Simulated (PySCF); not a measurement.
Computed with PBE-D3(BJ)/def2-TZVP // PBE0-D3(BJ)/def2-TZVP (PySCF). Gas-phase values, no solvent. 

Reference species (SMILES): `[I][Al][I]` (neutral, multiplicity 2).

```
Property        Value
-------------  ------
dipole moment  0.89 D
```

Changed species: `[AlH][I]` (radical fragment; the reference has radical fragment).

Q: Give the shifts of the dipole moment.

A: the dipole moment rises by 0.26 D, to 1.15 D.
